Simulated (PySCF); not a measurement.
## `C#C[Si@H]([SiH3])[GeH3]`, C2H8GeSi2

Geometry:
| atom | x (Å) | y (Å) | z (Å) |
| --- | --- | --- | --- |
| C1 | -1.369 | 2.613 | -0.616 |
| C2 | -0.870 | 1.646 | -0.104 |
| Si3 | -0.081 | 0.147 | 0.648 |
| Si4 | 2.196 | 0.105 | 0.189 |
| Ge5 | -1.238 | -1.724 | -0.185 |
| H6 | -1.812 | 3.461 | -1.057 |
| H7 | -0.396 | 0.258 | 2.085 |
| H8 | 2.880 | 1.285 | 0.720 |
| H9 | 2.463 | 0.047 | -1.250 |
| H10 | 2.825 | -1.075 | 0.792 |
| H11 | -1.135 | -1.936 | -1.668 |
| H12 | -2.717 | -1.789 | 0.063 |
| H13 | -0.751 | -3.038 | 0.364 |

Method used: GIAO KT3/pcSseg-1 magnetisability, rotational g tensor and spin-rotation constants, non-relativistic, gas phase in PySCF 2.14.0. Geometry: GFN2-xTB.

The calculation is non-relativistic, which matters for the atoms heavier than Zn.

**Question.** Give the nuclear spin-rotation constants along the inertial axes (H = +C I·J) beside the isotropic shieldings.

**Answer.** Rotational constants 1.9515, 1.1880, 0.7948 GHz. A star marks the isotopologue with that one atom substituted, in its own axes.
| atom | isotope | Caa (kHz) | Cbb (kHz) | Ccc (kHz) | mean (kHz) | σ (ppm) |
| --- | --- | --- | --- | --- | --- | --- |
| H6 | 1H | -0.189 | -0.011 | -0.077 | -0.092 | 29.6 |
| H7 | 1H | -0.172 | -0.112 | 0.036 | -0.083 | 27.2 |
| H8 | 1H | 0.053 | -0.111 | -0.069 | -0.042 | 28.1 |
| H9 | 1H | -0.189 | -0.114 | 0.030 | -0.091 | 28.2 |
| H10 | 1H | -0.163 | 0.016 | -0.069 | -0.072 | 28.4 |
| H11 | 1H | -0.172 | -0.119 | 0.021 | -0.090 | 28.6 |
| H12 | 1H | -0.075 | -0.042 | -0.068 | -0.062 | 28.5 |
| H13 | 1H | -0.128 | -0.011 | -0.070 | -0.070 | 28.7 |
| C1 | 13C* | 0.623 | 0.149 | 0.265 | 0.346 | 89.9 |
| C2 | 13C* | 0.588 | 0.091 | 0.243 | 0.307 | 112.6 |
| Si3 | 29Si* | -0.986 | -0.583 | -0.411 | -0.660 | 458.6 |
| Si4 | 29Si* | -0.949 | -0.574 | -0.390 | -0.637 | 470.4 |
| Ge5 | 73Ge* | -0.433 | -0.283 | -0.188 | -0.301 | 1674.1 |

For the geometry as given, no vibrational averaging.

**Question.** How do the rotational constants and the g tensor change when H6, H7, H8, H9, H10, H11, H12, H13 are replaced by deuterium?

**Answer.** Constants 1.6856, 1.0669, 0.7179 GHz; g -0.0138, -0.0083, -0.0062, against -0.0160, -0.0092, -0.0068 before.
